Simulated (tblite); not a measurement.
Method: GFN2-xTB as coded in tblite; computed harmonic values from a numerical Hessian at the method's own geometry, unscaled. The method is semi-empirical: single wavenumbers can be off by several per cent or more. Modes of hydrogen on silicon can be 10 to 20 % off. One conformer each. Open shells enter through the occupations alone, without spin polarisation, and single modes of such species can be off by tens of per cent. Thermal functions are those of the rigid rotor and harmonic oscillator, without mixing of conformers.

Question: Order these by their zero-point energy, highest first (kcal/mol).
A. `S([SiH](Cl)SC)C`
B. `[C@@H]1(CO1)C=[O+]` [radical]
C. `C#CC1=CS[Si@H](F)CC1`
D. `S(CC)[SiH2]SC=C`
E. `C#CC1=CS[C@H](F)C[SiH2]1`
F. `CN1C[Si@H](F)N[SiH2]1`

Answer: D (79.5), F (71.5), C (68.5), E (65.7), A (54.7), B (38.9).

```json
{"SMILES": "C=CS[SiH2]SCC", "atoms": "17", "mass (u)": "150.00", "symmetry number": "1", "modes under 300 cm⁻¹": "8", "ZPE (kcal/mol)": "79.5", "S translation (cal/(mol K))": "41.0", "S rotation": "29.7", "S vibration": "35.0", "S spin": "0.0", "S": "105.6", "Cp": "39.6"}
{"SMILES": "CN1C[Si@H](F)N[SiH2]1", "atoms": "16", "mass (u)": "136.03", "symmetry number": "1", "modes under 300 cm⁻¹": "6", "ZPE (kcal/mol)": "71.5", "S translation (cal/(mol K))": "40.7", "S rotation": "28.7", "S vibration": "26.1", "S spin": "0.0", "S": "95.4", "Cp": "37.2"}
{"SMILES": "C#CC1=CS[Si@H](F)CC1", "atoms": "16", "mass (u)": "158.00", "symmetry number": "1", "modes under 300 cm⁻¹": "7", "ZPE (kcal/mol)": "68.5", "S translation (cal/(mol K))": "41.1", "S rotation": "30.0", "S vibration": "29.4", "S spin": "0.0", "S": "100.5", "Cp": "39.4"}
{"SMILES": "C#CC1=CS[C@H](F)C[SiH2]1", "atoms": "16", "mass (u)": "158.00", "symmetry number": "1", "modes under 300 cm⁻¹": "7", "ZPE (kcal/mol)": "65.7", "S translation (cal/(mol K))": "41.1", "S rotation": "29.9", "S vibration": "28.2", "S spin": "0.0", "S": "99.3", "Cp": "40.6"}
{"SMILES": "CS[SiH](Cl)SC", "atoms": "13", "mass (u)": "157.94", "symmetry number": "1", "modes under 300 cm⁻¹": "9", "ZPE (kcal/mol)": "54.7", "S translation (cal/(mol K))": "41.1", "S rotation": "29.7", "S vibration": "32.8", "S spin": "0.0", "S": "103.5", "Cp": "34.6"}
{"SMILES": "[O+]=C[C@H]1CO1", "atoms": "9", "mass (u)": "72.02", "symmetry number": "1", "modes under 300 cm⁻¹": "2", "ZPE (kcal/mol)": "38.9", "S translation (cal/(mol K))": "38.8", "S rotation": "24.9", "S vibration": "8.0", "S spin": "1.4", "S": "73.1", "Cp": "18.9"}
```

Entropies and Cp are for 298.15 K and 1 bar.
